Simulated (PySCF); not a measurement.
PySCF input file for Si(CF3)(Cl)2(H) (CHCl2F3Si), SMILES FC(F)(F)[SiH](Cl)Cl, ωB97X-D3(BJ)/def2-SVP. Geometry: ωB97X-D3(BJ)/def2-SVP.

```python
import numpy as np
from pyscf import gto, scf, dft, df
from pyscf.hessian import thermo

mol = gto.M(
    atom='''
    Si    0.51663574    0.58051734    0.00000000
    Cl    1.40846612   -0.16010267    1.67721359
    Cl    1.40846615   -0.16010268   -1.67721358
    C    -1.30654206   -0.02999244   -0.00000001
    F    -1.40281157   -1.36643483   -0.00000000
    F    -1.95549453    0.42995297   -1.08548110
    F    -1.95549454    0.42995297    1.08548108
    H     0.54270916    2.05496275    0.00000000
    ''',
    basis='def2-SVP',
    charge=0,
    spin=0,
    max_memory=1600,
    verbose=3,
)
mf = dft.RKS(mol, xc='wb97x-d3bj').density_fit(auxbasis='def2-universal-jkfit')
mf.grids.level = 3
mf.conv_tol = 1e-11
mf.max_cycle = 100
mf.kernel()

# [left out here: the lines that compute and print the analytic Hessian (its translational invariance restored by hand, since the grid's response is missing), thermochemistry and intensities]
```

Program output:

```
converged SCF energy = -1547.66029675082

WARN: DFTD3 does not support analytical Hessian, using finite difference


WARN: Mole.unit (angstrom) is changed to Bohr

Mode                                 0                   1                   2
Irrep
Freq [cm^-1]                       40.5570             99.0817            129.3025
Reduced mass [au]                  20.0747             24.2329             17.0898
Force const [Dyne/A]                0.0195              0.1402              0.1683
Char temp [K]                      58.3525            142.5565            186.0375
Normal mode                   x     y     z       x     y     z       x     y     z
       0  Si                 0.00 -0.00 -0.02    0.00  0.00 -0.05   -0.03 -0.05 -0.00
       1  Cl                -0.00  0.06  0.01   -0.08 -0.02 -0.01    0.07  0.03 -0.02
       2  Cl                 0.00 -0.06  0.01    0.08  0.02 -0.01    0.07  0.03  0.02
       3   C                -0.00  0.00 -0.01    0.00  0.00 -0.00   -0.04 -0.04  0.00
       4   F                 0.00  0.00 -0.12    0.00  0.00  0.03   -0.15 -0.03  0.00
       5   F                -0.03  0.09  0.05   -0.09 -0.02  0.05   -0.01  0.01 -0.00
       6   F                 0.03 -0.09  0.05    0.09  0.02  0.05   -0.01  0.01  0.00
       7   H                 0.00 -0.00 -0.06    0.00  0.00 -0.05   -0.12 -0.04 -0.00
Mode                                 3                   4                   5
Irrep
Freq [cm^-1]                      175.0872            263.9190            283.0312
Reduced mass [au]                  25.0127             17.1922             16.2800
Force const [Dyne/A]                0.4518              0.7055              0.7684
Char temp [K]                     251.9114            379.7206            407.2188
Normal mode                   x     y     z       x     y     z       x     y     z
       0  Si                -0.03  0.05 -0.00    0.00 -0.00  0.04   -0.04  0.06  0.00
       1  Cl                 0.04 -0.03 -0.08    0.04 -0.00  0.03   -0.03 -0.01 -0.06
       2  Cl                 0.04 -0.03  0.08   -0.04  0.00  0.03   -0.03 -0.01  0.06
       3   C                -0.03  0.04 -0.00   -0.00  0.00 -0.08    0.04 -0.05 -0.00
       4   F                 0.06  0.03  0.00    0.00  0.00 -0.06   -0.05 -0.03 -0.00
       5   F                -0.07 -0.01  0.00   -0.11 -0.05 -0.03    0.10 -0.00 -0.02
       6   F                -0.07 -0.01 -0.00    0.11  0.05 -0.03    0.10 -0.00  0.02
       7   H                -0.00  0.05  0.00    0.00 -0.00  0.09   -0.12  0.06  0.00
Mode                                 6                   7                   8
Irrep
Freq [cm^-1]                      425.4955            533.2308            534.4859
Reduced mass [au]                  13.1048             17.8284             17.0897
Force const [Dyne/A]                1.3979              2.9867              2.8765
Char temp [K]                     612.1933            767.2005            769.0061
Normal mode                   x     y     z       x     y     z       x     y     z
       0  Si                -0.09 -0.11 -0.00    0.00  0.00  0.01    0.03  0.03 -0.00
       1  Cl                -0.00  0.02 -0.02   -0.01  0.00 -0.01   -0.01 -0.00 -0.01
       2  Cl                -0.00  0.02  0.02    0.01 -0.00 -0.01   -0.01 -0.00  0.01
       3   C                -0.00  0.00  0.00    0.00 -0.00  0.08    0.04 -0.08 -0.00
       4   F                 0.10 -0.00 -0.00    0.00 -0.00 -0.13    0.01 -0.11  0.00
       5   F                 0.03  0.05  0.01    0.04 -0.10  0.05   -0.02  0.06  0.11
       6   F                 0.03  0.05 -0.01   -0.04  0.10  0.05   -0.02  0.06 -0.11
       7   H                -0.16 -0.11 -0.00   -0.00  0.00 -0.04   -0.06  0.03  0.00
Mode                                 9                  10                  11
Irrep
Freq [cm^-1]                      568.4312            637.8899            758.0029
Reduced mass [au]                  10.6552              9.0496              4.7204
Force const [Dyne/A]                2.0285              2.1696              1.5980
Char temp [K]                     817.8460            917.7815           1090.5974
Normal mode                   x     y     z       x     y     z       x     y     z
       0  Si                -0.10  0.08  0.00    0.00  0.00 -0.14   -0.02 -0.01 -0.00
       1  Cl                 0.03 -0.03  0.06    0.03 -0.03  0.06    0.00 -0.00  0.00
       2  Cl                 0.03 -0.03 -0.06   -0.03  0.03  0.06    0.00 -0.00 -0.00
       3   C                -0.02 -0.02 -0.00   -0.00 -0.00  0.02    0.09  0.03  0.00
       4   F                 0.02 -0.02  0.00    0.00 -0.00 -0.01   -0.03  0.12  0.00
       5   F                 0.02  0.02 -0.01    0.01 -0.00  0.00    0.01 -0.05  0.09
       6   F                 0.02  0.02  0.01   -0.01  0.00  0.00    0.01 -0.05 -0.09
       7   H                -0.24  0.08  0.00   -0.00  0.00 -0.28   -0.41 -0.00 -0.00
Mode                                12                  13                  14
Irrep
Freq [cm^-1]                      805.4213            826.8046           1194.9475
Reduced mass [au]                   1.4269              1.1378             13.3656
Force const [Dyne/A]                0.5454              0.4583             11.2444
Char temp [K]                    1158.8220           1189.5877           1719.2634
Normal mode                   x     y     z       x     y     z       x     y     z
       0  Si                 0.07 -0.00 -0.00    0.00 -0.00  0.06    0.00 -0.00  0.00
       1  Cl                -0.01 -0.00 -0.00   -0.00 -0.01 -0.01   -0.00  0.00 -0.00
       2  Cl                -0.01 -0.00  0.00    0.00  0.01 -0.01    0.00 -0.00 -0.00
       3   C                -0.01  0.00 -0.00   -0.00  0.00 -0.01   -0.00  0.00  0.25
       4   F                 0.02 -0.02 -0.00    0.00 -0.00  0.00    0.00 -0.00 -0.01
       5   F                -0.02  0.02 -0.05   -0.01  0.00 -0.01   -0.04  0.02 -0.07
       6   F                -0.02  0.02  0.05    0.01 -0.00 -0.01    0.04 -0.02 -0.07
       7   H                -0.83  0.02  0.00   -0.00  0.00 -0.94   -0.00  0.00  0.00
Mode                                15                  16                  17
Irrep
Freq [cm^-1]                     1209.3296           1277.8077           2347.7485
Reduced mass [au]                  12.3834             12.7144              1.0429
Force const [Dyne/A]               10.6704             12.2314              3.3867
Char temp [K]                    1739.9561           1838.4808           3377.8874
Normal mode                   x     y     z       x     y     z       x     y     z
       0  Si                -0.00  0.00  0.00   -0.03 -0.01  0.00   -0.00 -0.03 -0.00
       1  Cl                -0.00  0.00 -0.00    0.00 -0.00  0.00   -0.00  0.00 -0.00
       2  Cl                -0.00  0.00  0.00    0.00 -0.00 -0.00   -0.00  0.00  0.00
       3   C                 0.10 -0.22  0.00    0.23  0.11  0.00    0.00 -0.00 -0.00
       4   F                 0.01  0.09 -0.00   -0.03 -0.07 -0.00   -0.00 -0.00  0.00
       5   F                -0.04  0.03 -0.04   -0.04  0.01 -0.03   -0.00  0.00 -0.00
       6   F                -0.04  0.03  0.04   -0.04  0.01  0.03   -0.00  0.00  0.00
       7   H                 0.08 -0.01  0.00    0.05 -0.02  0.00    0.02  0.98  0.00
temperature 298.1500 [K]
pressure 101325.00 [Pa]
Rotational constants [GHz] 1.67232 1.23381 0.84818
Symmetry number 1
Zero-point energy (ZPE) 0.02759 [Eh]   72437.319 [J/mol]
                           tot       elec      trans        rot        vib
Entropy [J/mol/K]       383.857      0.000    172.724    123.836     87.297
Cv [J/mol/K]            106.658      0.000     12.472     12.472     81.714
Cp [J/mol/K]            114.972      0.000     20.786     12.472     81.714
Internal energy [J/mol]                      3718.434   3718.434  85749.400
Internal energy [Eh]   -1547.62480  -1547.66030
Enthalpy [J/mol]                             6197.391   3718.434  85749.400
Enthalpy [Eh]          -1547.62386
Gibbs free energy [J/mol]                  -45300.350 -33203.129  59721.709
Gibbs free energy [Eh] -1547.66745
mode   freq/cm-1   IR/(km/mol)
   1       40.56         0.028
   2       99.08         2.704
   3      129.30         3.455
   4      175.09         4.198
   5      263.92         0.142
   6      283.03         2.012
   7      425.50        37.908
   8      533.23         2.688
   9      534.49         9.698
  10      568.43        60.952
  11      637.89       112.177
  12      758.00        19.665
  13      805.42       148.709
  14      826.80       159.572
  15     1194.95       218.039
  16     1209.33       203.192
  17     1277.81       156.928
  18     2347.75        69.403
max |gradient| / (hartree/bohr): 0.00010821594327681494
APT charges: [ 1.6299 -0.5159 -0.5159  1.3546 -0.5529 -0.5697 -0.5697 -0.2604]
```

Self-consistency was reached.

Cost: roughly 3 core-minutes.
